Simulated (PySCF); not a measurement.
Geometries of 3 isomers of C5H7F3O, from PySCF, PBE0-D3(BJ)/def2-SVP geometry optimisation, gas phase. One conformer each, no zero-point energy, no frequencies.

Task: Which isomer lies lowest at this level?
A.
```xyz
16
angstrom
C     -1.569   -0.650   -0.321
C     -0.963    0.523    0.403
C     -0.420    1.664   -0.403
F     -0.455    1.542   -1.747
C      0.533    0.788    0.338
O      1.329   -0.034   -0.448
C      1.755   -1.162    0.177
F      2.674   -0.860    1.121
F      2.344   -1.925   -0.739
H     -2.606   -0.427   -0.615
H     -1.007   -0.884   -1.234
H     -1.589   -1.546    0.319
H     -1.443    0.798    1.349
H     -0.565    2.699   -0.077
H      1.035    1.195    1.223
H      0.938   -1.720    0.670
```
B.
```xyz
16
angstrom
F     -2.079   -0.795    1.475
C     -1.412    0.249    0.973
F     -0.570    0.673    1.925
F     -2.299    1.229    0.763
C     -0.687   -0.114   -0.299
C      0.406   -1.172   -0.076
C      1.682   -0.340   -0.146
O      1.404    0.638   -1.116
C      0.096    1.088   -0.883
H     -1.461   -0.471   -0.994
H      0.285   -1.724    0.867
H      0.387   -1.901   -0.898
H      2.567   -0.907   -0.466
H      1.898    0.123    0.838
H      0.091    1.932   -0.166
H     -0.324    1.448   -1.832
```
C.
```xyz
16
angstrom
C      1.985    1.295   -0.017
O      1.689   -0.009   -0.434
C      0.566   -0.523    0.168
C     -0.177   -1.581   -0.559
C     -0.774   -0.204   -0.441
C     -1.954    0.045    0.433
F     -1.994    1.316    0.848
F     -1.932   -0.730    1.528
F     -3.106   -0.197   -0.202
H      1.147    1.989   -0.218
H      2.212    1.337    1.065
H      2.870    1.630   -0.575
H      0.605   -0.588    1.266
H      0.204   -1.860   -1.543
H     -0.625   -2.388    0.024
H     -0.764    0.426   -1.335
```

Result: B. That is `C1C[C@@H](C(F)(F)F)CO1`, 23.2 kcal/mol below the next.

| SMILES | atoms numbered as above | E (Eh) | relative (kcal/mol) | relative (kJ/mol) | dipole (D) |
| --- | --- | --- | --- | --- | --- |
| FC(F)(F)[C@@H]1CCOC1 | [F:1][C:2]([F:3])([F:4])[C@@H:5]1[CH2:6][CH2:7][O:8][CH2:9]1 | -568.50193 | 0.0 | 0.0 | 1.43 |
| CO[C@@H]1C[C@H]1C(F)(F)F | [CH3:1][O:2][C@@H:3]1[CH2:4][C@H:5]1[C:6]([F:7])([F:8])[F:9] | -568.46490 | 23.2 | 97.2 | 1.55 |
| C[C@@H]1[C@H](F)[C@@H]1OC(F)F | [CH3:1][C@@H:2]1[C@H:3]([F:4])[C@@H:5]1[O:6][CH:7]([F:8])[F:9] | -568.44908 | 33.2 | 138.8 | 3.48 |

As drawn, the highest has a three-membered ring, which the lowest lacks.
